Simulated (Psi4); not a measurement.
F3In, triplet, at a GFN2-xTB geometry (such geometries of metal compounds can be far from the true shape) (a higher spin typed on purpose: for a closed-shell molecule this is an excited state) (core potentials on In); B3LYP/def2-SVP (Psi4).

Here is a job for Psi4.
```
memory 2 GB

molecule mol {
0 3
In   -0.000000   -0.000000   -0.000000
F    -1.990798   -1.210996    0.035394
F     0.017942    2.189572   -0.797805
F     1.972855   -0.978576    0.762411
}

set {
  basis def2-svp
  reference uks
  scf_type disk_df
}

energy('b3lyp')
print_variables()
```

### Question
What does Psi4 print? Leave out banner, timings and long lists.

### Answer

```
   => Loading Basis Set <=

    Name: DEF2-SVP
    Role: ORBITAL
    Keyword: BASIS

    !!!  WARNING: ECP capability is in beta. Please check occupations closely.  !!!

         ---------------------------------------------------------
                                   SCF
               by Justin Turney, Rob Parrish, Andy Simmonett
                          and Daniel G. A. Smith
                              UKS Reference
         ---------------------------------------------------------

  ==> Geometry <==

    Molecular point group: c1
    Full point group: C1

    Geometry (in Angstrom), charge = 0, multiplicity = 3:

       Center              X                  Y                   Z               Mass
    ------------   -----------------  -----------------  -----------------  -----------------
         IN           0.000000110521    -0.000000000000     0.000000000000   114.903878776000
         F           -1.990797889479    -1.210996000000     0.035394000000    18.998403162730
         F            0.017942110521     2.189572000000    -0.797805000000    18.998403162730
         F            1.972855110521    -0.978576000000     0.762411000000    18.998403162730

  Running in c1 symmetry.

  Rotational constants: A =      0.10892  B =      0.10892  C =      0.05446 [cm^-1]
  Rotational constants: A =   3265.32113  B =   3265.32049  C =   1632.66040 [MHz]
  Nuclear repulsion =  160.605684723652558

  Charge       = 0
  Multiplicity = 3
  Electrons    = 48
  Nalpha       = 25
  Nbeta        = 23

  ==> Algorithm <==

  SCF Algorithm Type is DISK_DF.
  DIIS enabled.
  MOM disabled.
  Fractional occupation disabled.
  Guess Type is SAD.
  Energy threshold   = 1.00e-06
  Density threshold  = 1.00e-06
  Integral threshold = 1.00e-12

  ==> Primary Basis <==

  Basis Set: DEF2-SVP
    Blend: DEF2-SVP
    Number of shells: 28
    Number of basis functions: 68
    Number of Cartesian functions: 73
    Spherical Harmonics?: true
    Max angular momentum: 2

  Core potential: DEF2-SVP
    Number of shells: 4
    Number of ECP primitives: 18
    Number of ECP core electrons: 28
    Max angular momentum: 3

  ==> DFT Potential <==

   => LibXC <=

    Version 7.1.2
    S. Lehtola, C. Steigemann, M. J. T. Oliveira, and M. A. L. Marques,  SoftwareX 7, 1–5 (2018) (10.1016/j.softx.2017.11.002)

   => Composite Functional: B3LYP <=

    B3LYP Hyb-GGA Exchange-Correlation Functional

    P. J. Stephens, F. J. Devlin, C. F. Chabalowski, and M. J. Frisch,  J. Phys. Chem. 98, 11623 (1994) (10.1021/j100096a001)

    Deriv               =              1
    GGA                 =           TRUE
    Meta                =          FALSE

    Exchange Hybrid     =           TRUE
    MP2 Hybrid          =          FALSE

   => Exchange Functionals <=

    0.0800   Slater exchange
    0.7200         Becke 88

   => Exact (HF) Exchange <=

    0.2000               HF

   => Correlation Functionals <=

    0.1900   Vosko, Wilk & Nusair (VWN5_RPA)
    0.8100   Lee, Yang & Parr

   => LibXC Density Thresholds  <==

    XC_HYB_GGA_XC_B3LYP:  1.00E-15

   => Molecular Quadrature <=

    Radial Scheme          =       TREUTLER
    Pruning Scheme         =           NONE
    Nuclear Scheme         =       TREUTLER

    Blocking Scheme        =         OCTREE
    BS radius alpha        =              1
    Pruning alpha          =              1
    Radial Points          =             75
    Spherical Points       =            302
    Total Points           =          87548
    Total Blocks           =            724
    Max Points             =            256
    Max Functions          =             66
    Weights Tolerance      =       1.00E-15

   => Loading Basis Set <=

    Name: (DEF2-SVP AUX)
    Role: JKFIT
    Keyword: DF_BASIS_SCF

  ==> Integral Setup <==

  ==> DiskDFJK: Density-Fitted J/K Matrices <==

    J tasked:                  Yes
    K tasked:                  Yes
    wK tasked:                  No
    Integrals threads:           1
    Algorithm:                Core
    Integral Cache:           NONE
    Schwarz Cutoff:          1E-12
    Fitting Condition:       1E-10

   => Auxiliary Basis Set <=

  Basis Set: (DEF2-SVP AUX)
    Blend: DEF2-UNIVERSAL-JKFIT
    Number of shells: 121
    Number of basis functions: 449
    Number of Cartesian functions: 588
    Spherical Harmonics?: true
    Max angular momentum: 5

  Minimum eigenvalue in the overlap matrix is 3.6334786466E-02.
  Reciprocal condition number of the overlap matrix is 1.2247450388E-02.
    Using symmetric orthogonalization.

  ==> Pre-Iterations <==

  SCF Guess: Superposition of Atomic Densities via on-the-fly atomic UHF (no occupation information).

   -------------------------
    Irrep   Nso     Nmo
   -------------------------
     A         68      68
   -------------------------
    Total      68      68
   -------------------------

  ==> Iterations <==

                           Total Energy        Delta E     RMS |[F,P]|

   @DF-UKS iter SAD:  -487.68035171787596   -4.87680e+02   0.00000e+00
   @DF-UKS iter   1:  -489.11262171115686   -1.43227e+00   1.07939e-02 ADIIS/DIIS
   @DF-UKS iter   2:  -483.98306978355640    5.12955e+00   4.68371e-02 ADIIS/DIIS
   @DF-UKS iter   3:  -488.55323447178296   -4.57016e+00   1.85469e-02 ADIIS/DIIS
   @DF-UKS iter   4:  -488.68437818274498   -1.31144e-01   1.68324e-02 ADIIS/DIIS
   @DF-UKS iter   5:  -489.18531821252344   -5.00940e-01   8.17811e-03 ADIIS/DIIS
   @DF-UKS iter   6:  -489.13110431690052    5.42139e-02   9.37984e-03 ADIIS/DIIS
   @DF-UKS iter   7:  -489.15299011279609   -2.18858e-02   9.01822e-03 ADIIS/DIIS
   @DF-UKS iter   8:  -489.34337015307904   -1.90380e-01   2.49483e-03 ADIIS/DIIS
   @DF-UKS iter   9:  -489.35201325478562   -8.64310e-03   1.60225e-03 ADIIS/DIIS
   @DF-UKS iter  10:  -489.35361599894679   -1.60274e-03   1.37379e-03 ADIIS/DIIS
   @DF-UKS iter  11:  -489.35605605414690   -2.44006e-03   8.79809e-04 ADIIS/DIIS
   @DF-UKS iter  12:  -489.35726956273709   -1.21351e-03   5.28143e-04 ADIIS/DIIS
   @DF-UKS iter  13:  -489.35781445194687   -5.44889e-04   1.87214e-04 ADIIS/DIIS
   @DF-UKS iter  14:  -489.35786791248978   -5.34605e-05   1.15843e-04 ADIIS/DIIS
   @DF-UKS iter  15:  -489.35789391126224   -2.59988e-05   5.99803e-05 DIIS
   @DF-UKS iter  16:  -489.35789670543687   -2.79417e-06   5.45071e-05 DIIS
   @DF-UKS iter  17:  -489.35789598166843    7.23768e-07   5.58714e-05 DIIS
   @DF-UKS iter  18:  -489.35789337794705    2.60372e-06   3.47083e-05 DIIS
   @DF-UKS iter  19:  -489.35785537846675    3.79995e-05   5.44213e-05 DIIS
   @DF-UKS iter  20:  -489.35785100316042    4.37531e-06   5.32755e-05 DIIS
   @DF-UKS iter  21:  -489.35785483358745   -3.83043e-06   2.32974e-05 DIIS
   @DF-UKS iter  22:  -489.35785822477084   -3.39118e-06   7.18389e-06 DIIS
   @DF-UKS iter  23:  -489.35786094404239   -2.71927e-06   1.20123e-05 DIIS
   @DF-UKS iter  24:  -489.35786241955287   -1.47551e-06   1.07001e-05 DIIS
   @DF-UKS iter  25:  -489.35786346308947   -1.04354e-06   1.60622e-05 DIIS
   @DF-UKS iter  26:  -489.35786391811962   -4.55030e-07   1.05128e-05 DIIS
   @DF-UKS iter  27:  -489.35786389854115    1.95785e-08   1.09404e-05 DIIS
   @DF-UKS iter  28:  -489.35786429423609   -3.95695e-07   1.42708e-05 DIIS
   @DF-UKS iter  29:  -489.35786400062074    2.93615e-07   1.30097e-05 DIIS
   @DF-UKS iter  30:  -489.35786377388405    2.26737e-07   7.52630e-06 DIIS
   @DF-UKS iter  31:  -489.35786504852319   -1.27464e-06   1.34492e-05 DIIS
   @DF-UKS iter  32:  -489.35786931475161   -4.26623e-06   2.45296e-05 DIIS
   @DF-UKS iter  33:  -489.35787161168912   -2.29694e-06   1.29562e-05 DIIS
   @DF-UKS iter  34:  -489.35787246496278   -8.53274e-07   2.82209e-05 DIIS
   @DF-UKS iter  35:  -489.35787351207125   -1.04711e-06   8.75665e-06 DIIS
   @DF-UKS iter  36:  -489.35787343251650    7.95548e-08   2.44441e-05 DIIS
   @DF-UKS iter  37:  -489.35787466489813   -1.23238e-06   1.11276e-05 DIIS
   @DF-UKS iter  38:  -489.35787459956407    6.53341e-08   1.36952e-05 DIIS
   @DF-UKS iter  39:  -489.35787501823273   -4.18669e-07   5.69272e-06 DIIS
   @DF-UKS iter  40:  -489.35787510348945   -8.52567e-08   1.98989e-06 DIIS
   @DF-UKS iter  41:  -489.35787514545962   -4.19702e-08   1.70551e-06 DIIS
   @DF-UKS iter  42:  -489.35787514395452    1.50510e-09   2.25297e-06 DIIS
   @DF-UKS iter  43:  -489.35787515541864   -1.14641e-08   5.92695e-07 DIIS
  Energy and wave function converged.

  ==> Post-Iterations <==

   Electrons on quadrature grid:
      Nalpha   =   25.0000499173 ; deviation = 4.992e-05
      Nbeta    =   23.0000302625 ; deviation = 3.026e-05
      Ntotal   =   48.0000801798 ; deviation = 8.018e-05

   @Spin Contamination Metric:   1.233764117E-02
   @S^2 Expected:                2.000000000E+00
   @S^2 Observed:                2.012337641E+00
   @S   Expected:                1.000000000E+00
   @S   Observed:                1.000000000E+00

    Orbital Energies [Eh]
    ---------------------

    Alpha Occupied:

[...]
      25A     -0.286601

    Alpha Virtual:

[...]
      68A     60.814597

    Beta Occupied:

[...]
    Beta Virtual:

[...]
    Final Occupation by Irrep:
              A
    DOCC [    23 ]
    SOCC [     2 ]
    NA   [    25 ]
    NB   [    23 ]

  @DF-UKS Final Energy:  -489.35787515541864

   => Energetics <=

    Nuclear Repulsion Energy =            160.6056847236525584
    One-Electron Energy =               -1074.0383984672632778
    Two-Electron Energy =                 462.9844892573641459
    DFT Exchange-Correlation Energy =     -38.9096506691720450
    Empirical Dispersion Energy =           0.0000000000000000
    VV10 Nonlocal Energy =                  0.0000000000000000
    Total Energy =                       -489.3578751554186397

  UHF NO Occupations:
  HONO-2 :   23  A 1.9977644
  HONO-1 :   24  A 1.0000000
  HONO-0 :   25  A 1.0000000
  LUNO+0 :   26  A 0.0022356
  LUNO+1 :   27  A 0.0021996
  LUNO+2 :   28  A 0.0006450
  LUNO+3 :   29  A 0.0006414

Computation Completed

Properties will be evaluated at   0.000000,   0.000000,   0.000000 [a0]

Properties computed using the SCF density matrix

 Multipole Moments:

 ------------------------------------------------------------------------------------
     Multipole            Electronic (a.u.)      Nuclear  (a.u.)        Total (a.u.)
 ------------------------------------------------------------------------------------

 L = 1.  Multiply by 2.5417464519 to convert [e a0] to [Debye]
 Dipole X            :         -0.0002651           -0.0000070           -0.0002721
 Dipole Y            :          0.0015354            0.0000000            0.0015354
 Dipole Z            :         -0.0006246           -0.0000000           -0.0006246
 Magnitude           :                                                    0.0016798

 ------------------------------------------------------------------------------------

  Variable Map:
  ----------------------------------------------------------------------------
[...]
  Array Variable Map:
  ----------------------------------------------------------------------------
[...]
[...]
```
